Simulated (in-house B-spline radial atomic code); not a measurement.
Configurations of Br IV (Br3+), with energies counted from [Ar] 3d10 4s2 4p2. Level of theory: non-relativistic B97-1, spin-polarised, spherical fractional occupations, exact exchange averaged over the configuration, point nucleus; calculated with a radial B-spline atomic code at the basis-set limit. Shells without spins written out take the highest spin.

Occupations are held fixed; configurations that lie above the ionisation limit could autoionise.

```json
{"configuration": "[Ar] 3d10 4s2 4p1 4f1", "E - E(ref) (eV)": "32.206", "highest orbital": "4f up", "its <r> (bohr)": "4.01"}
{"configuration": "[Ne] 3s2 3p5 3d10 4s2 4p2 4d1", "E - E(ref) (eV)": "197.3", "highest orbital": "4d up", "its <r> (bohr)": "2.22"}
{"configuration": "[Ne] 3s2 3p5 3d10 4s2 4p2 5s1", "E - E(ref) (eV)": "201.41", "highest orbital": "5s up", "its <r> (bohr)": "3.345"}
{"configuration": "[Ne] 3s2 3p5 3d10 4s2 4p2 5f1", "E - E(ref) (eV)": "216.67", "highest orbital": "5f up", "its <r> (bohr)": "6.828"}
```

**Question.** Order these further configurations by energy, lowest first.
A. [Ar] 3d10 4s2 4p1 5d1
B. [Ne] 3s2 3p5 3d10 4s2 4p2 4f1
C. [Ar] 3d10 4s1 4p2 4f1
D. [Ar] 3d9 4s2 4p2 5s1
E. [Ar] 3d10 4s1 4p2 5f1

**Answer.** A (32.017 eV), C (43.421 eV), E (48.367 eV), D (95.412 eV), B (211.77 eV).
